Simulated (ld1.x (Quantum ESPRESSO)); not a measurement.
The numbers below are computed, except where a source is named.
# Potentials for In compared

Generated with ld1.x 7.5 (TM, RRKJ, ultrasoft, PAW), atompaw 4.2 or ONCVPSP 4.0.1. The cutoff is in Ry: for ld1.x and atompaw files where the sum of valence levels is converged to 10 mRy in a Bessel basis, for ONCV files where the hardest occupied wave has 1 mHa per electron of residual kinetic energy. The error is the largest all-electron minus pseudo excitation energy over each file’s own four to seven test configurations (ionisations up to +4, promotions, holes and added fractions of an electron), all of which were solved. The labels leave out finer settings (local radius, basis sizes, second energies), which also bear on the numbers. Spin-polarised tests are not counted. The rows are a selection from randomly drawn settings: files with unsolved tests, undetermined cutoffs or missed reference levels are left out.

| potential | cutoff (Ry) | largest error (meV) | bound ghosts |
| --- | --- | --- | --- |
| TM, Wu–Cohen, scalar-relativistic, rc 1.70/2.75 (sp), local s, core correction no, reference 5s2 5p1 | 25 | +81 | none |
| TM semilocal, LDA (PZ), scalar-relativistic, rc 1.60/2.40 (sp), local s, core correction yes, reference 5s2 5p0.75 | 35 | -186 | none |
| TM, LDA (PZ), fully relativistic, rc 1.90/2.10 (sp), local s, core correction no, reference 5s2 5p0 | 18 | +132 | none |

Question: Fill in the row for In: PAW, PBE, scalar-relativistic, rc 2.05/2.35/2.02 (spd), local smoothed, core correction yes, reference 4d10 5s1 5p0.

Answer: cutoff 30 Ry, largest error -8.4 meV, bound ghosts: none.

Question: Fill in the row for In: TM, LDA (PZ), scalar-relativistic, rc 1.80/2.00/1.70 (spd), local s, core correction no, reference 4d10 5s1.5 5p1.5.

Answer: cutoff 70 Ry, largest error -164 meV, bound ghosts: none.

Question: Fill in the row for In: RRKJ, PBE, scalar-relativistic, rc 2.10/2.75 (sp), local s, core correction yes, reference 5s2 5p0.

Answer: cutoff 18 Ry, largest error -118 meV, bound ghosts: none.
